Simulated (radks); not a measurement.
The numbers below are computed, except where a source is named.
Neutral aluminium inside a hard spherical wall (all orbitals vanish at R), configuration held at [Ne] 3s2 3p1 and not refilled when levels cross. Level of theory: scalar-relativistic Kohn-Sham, PBE, spin-unpolarised, spherical densities, point nucleus (a radial shooting solver on a logarithmic mesh with Libxc functionals). Eigenvalues in eV, with the zero of energy where the potential of the charges vanishes at infinity; a dash marks a level that is unbound or too diffuse for the functional's potential to be trusted. A positive occupied level is held by the wall or, in an anion where self-interaction has pushed it up, behind a barrier. The pressure on the wall is -dE/dV.

R (bohr)  E (hartree)  kinetic (hartree)    e(2s)    e(2p)   e(3s)   e(3p)  e(4s, empty)  e(4p, empty)  pressure (GPa)
free       -242.68469            243.126  -108.17  -69.643  -7.753  -2.712             -             -               0
15         -242.68468            243.126  -108.16  -69.641  -7.751  -2.710        -0.180         0.721        0.000104
8          -242.67899            243.162  -107.76  -69.239  -7.475  -2.359         2.712         5.370           0.194
6          -242.64386            243.337  -106.47  -67.943  -6.597  -1.129         8.655        12.910            2.78
5          -242.56416            243.671  -104.58  -66.050  -5.164   0.838        16.526        21.985            12.6
4          -242.29994            244.584  -100.62  -62.077  -1.405   5.744        34.171        41.097            68.0
2.5        -239.84687            251.075  -84.852  -46.182  26.100  37.418        134.05        140.21            1620
2          -236.21513            259.854  -71.850  -32.645  63.243  75.715        244.25        242.96            6800
1.5        -224.99280            285.680  -42.559   -1.136  169.15  175.51        514.70        484.00           41800
